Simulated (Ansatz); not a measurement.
Calculated with Ansatz (gas phase, PBE0-D4/def2-TZVP geometries, no zero-point term in ΔE). CCSD(T)/CBS adds triple-zeta CCSD(T) − MP2 to the extrapolated MP2 energy (def2 sets, frozen cores). This one scheme is used for every species. DFT in def2-TZVPP. HSE06 is defined as in plane-wave codes. Each species was taken in one conformer, which may not be the lowest.

Consider the ligand exchange at the Al–O bond: `[OH][AlH][CH2]F` + H–F → `F[CH2][AlH][F]` + H₂O.

`[OH][AlH][CH2]F`:

Cartesian coordinates in Å:
```
O -0.623 1.734 -0.701
Al 0.184 0.243 -0.715
C 0.006 -0.794 0.957
F 0.700 -2.007 0.850
H -0.632 2.349 -1.433
H 1.000 -0.243 -1.980
H -1.039 -1.026 1.195
H 0.404 -0.256 1.827
```

H–F:

Cartesian coordinates in Å:
```
F 0.375 -0.088 -0.252
H -0.375 0.088 0.252
```

`F[CH2][AlH][F]`:

Z-matrix (Å, degrees):
```
C
Al 1 1.974
F 1 1.392 2 112.9
H 1 1.099 2 111.0 3 121.4
H 1 1.099 2 111.1 3 -121.4
F 2 1.646 1 119.6 3 0.1
H 2 1.578 1 122.4 3 -180.0
```

H₂O:

Z-matrix (Å, degrees):
```
O
H 1 0.960
H 1 0.960 2 105.1
```

```
      level  ΔE (kJ/mol)
LDA (SPW92)        -39.1
 r2SCAN0-D4        -43.8
   HSE06-D4        -42.6
     revPBE        -45.7
```

Task: What does CCSD(T)/CBS give? (An estimate is asked.)

Result: The calculation gave: -44.1 kJ/mol. The listed levels differ from it by 5.0, 0.3, 1.5, -1.6 kJ/mol.

Largest T1 diagnostic among the species: 0.012.

In def2-TZVPP, CCSD(T) changes the Hartree–Fock value by +6.2 kJ/mol (the triples alone add +1.0 kJ/mol) and MP2 by +7.2 kJ/mol. Leaving LDA and LC-ωPBE aside and taking each functional with its dispersion term where it has one, the values, not all of them listed here, spread over 4.8 kJ/mol, from B97M-V to HSE06-D4. LDA lies +5.1 kJ/mol from PBE without D4.
